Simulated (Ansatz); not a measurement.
BH2SF3, singlet: a pair in one relaxed arrangement.

The input file, in.yaml:

```yaml
crystal:
  periodic: [false, false, false]
  atoms:
    - {symbol: S, position_ang: [0.536031, 0.394097, -1.516647]}
    - {symbol: H, position_ang: [0.418045, -0.904526, -1.834651]}
    - {symbol: H, position_ang: [-0.741066, 0.648779, -1.841695]}
    - {symbol: F, position_ang: [1.129536, -0.581562, 1.481413]}
    - {symbol: B, position_ang: [-0.039871, -0.024718, 1.241523]}
    - {symbol: F, position_ang: [-0.218023, 1.258366, 1.479889]}
    - {symbol: F, position_ang: [-1.084653, -0.790337, 0.990067]}
basis:
  gaussian: {orbitals: def2-SVP}
hamiltonian: {xc: {name: wB97M-V}}
```

Run by:

```bash
ansatz run in.yaml --threads 4 --pin off --events-out ev --progress --plain --max-ram 9574MiB
```

Output of Ansatz 0.2.0:

```
Functional definition: wB97M-V
  name "wB97M-V"
  cite "Mardirossian & Head-Gordon, J. Chem. Phys. 144, 214110 (2016) doi:10.1063/1.4952647"
  cite "Becke, J. Chem. Phys. 107, 8554 (1997) doi:10.1063/1.475007"
  cite "Vydrov & Van Voorhis, J. Chem. Phys. 133, 244103 (2010) doi:10.1063/1.3521275"
  # Of w^i u^j: cxij and so on, Table III.
  parameter omega = 0.3/bohr
  parameter cx = 0.15
  parameter cx01 = 1.007
  parameter cx10 = 0.259
  parameter css00 = 0.443
  parameter css04 = -1.437
  parameter css10 = -4.535
  parameter css20 = -3.390
  parameter css43 = 4.278
  parameter cos00 = 1.000
  parameter cos10 = 1.358
  parameter cos20 = 2.924
  parameter cos21 = -8.812
  parameter cos60 = -1.390
  parameter cos61 = 9.142
  parameter b = 6.0
  parameter c = 0.01
  gx(w, u) = 1 - cx + cx01*u + cx10*w
  gss(w, u) = css00 + css04*u^4 + css10*w + css20*w^2 + css43*w^4*u^3
  gos(w, u) = cos00 + cos10*w + (cos20 + cos21*u)*w^2 + (cos60 + cos61*u)*w^6
  exchange = spin_sum(e_x_unif_sr(omega)*gx(b97_w, b97_u_x)) + cx*exact_x_sr(omega) + exact_x_lr(omega)
  correlation = spin_sum(e_c_pw_mod_same_spin*gss(b97_w, b97_u_same))
      + integral(e_c_pw_mod_opposite_spin*gos(b97_w_opposite, b97_u_opposite)) + vv10(b, c)
791 factors; integrals over basis functions are off by at most 9.4e-4 eV
204 factors; integrals over basis functions are off by at most 9.5e-6 eV
mean field evaluation 1: about -19683.7674 eV, gradient 4.1e1 eV
mean field evaluation 2: about -19684.4663 eV, gradient 4.0e1 eV
mean field evaluation 4: about -19686.6375 eV, gradient 6.6e-1 eV
mean field evaluation 8: about -19686.7337 eV, gradient 4.7e-2 eV
mean field evaluation 16: about -19686.7337 eV, gradient 3.7e-5 eV
mean field -19686.73366766 eV, -723.4741181391 hartree, gradient 3.7e-5 eV, S^2 0.000000; 0 other end points of the search recorded, 0 dependent functions left out
reference -19686.73370337 eV, -723.4741194514 hartree; 25, 25 occupied and 59, 59 virtual orbitals, 791 factors
Total energy: -19686.73370337 eV, -723.4741194514 hartree
```

The lines “mean field evaluation” count trial sets of orbitals through the whole run, from several starts and some on an approximate energy, so they need not fall steadily or lie above the final value.

Hardware: 4 CPU threads of an Arm Neoverse V1, shared host. Wall time about 2.8 s.
